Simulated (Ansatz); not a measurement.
FGeH$_{5}$OSi$_{2}$ (`[OH][Ge@H]1[SiH2][Si@H]1F`), relaxed with RKS PBE-D4/def2-SVP in Ansatz 0.2.0 from a rough embedded geometry. The force threshold is 0.03 eV/Å; the program also tests the step.

The species carries charge 0 and has multiplicity 1.

Start:

```xyz
10

O     2.302    0.006   -0.127
Ge    0.750    0.753   -0.366
Si   -0.864   -0.787   -1.036
Si   -0.951   -0.010    1.040
F    -0.312   -1.212    2.139
H     2.583    0.274    0.860
H     0.657    2.265   -0.807
H    -1.931   -0.119   -1.902
H    -0.320   -2.086   -1.251
H    -1.914    0.916    1.450
```

Q: By how much does the energy fall, and how many steps does the optimiser take? (An estimate is asked.)

A: The calculation gave: 100.17 kJ/mol, in 31 steps, 5 of them rejected.

Q: Which bonds change most? (An estimate is asked.)

A: The calculation gave: Ge2–Si3 from 2.329 to 2.464 Å; Si4–H10 from 1.397 to 1.510 Å; Si4–F5 from 1.750 to 1.646 Å; Si3–Si4 from 2.219 to 2.316 Å.

Q: Give the relaxed structure. (Estimate.)

A: The calculation gave: 
```xyz
10

O     2.489    0.476   -0.305
Ge    0.758    0.935   -0.102
Si   -0.846   -0.698   -1.015
Si   -0.985   -0.080    1.213
F    -1.055   -1.024    2.560
H     2.599   -0.491   -0.236
H     0.783    2.478   -0.275
H    -1.900   -0.800   -2.091
H     0.116   -1.860   -1.117
H    -1.957    1.065    1.368
```
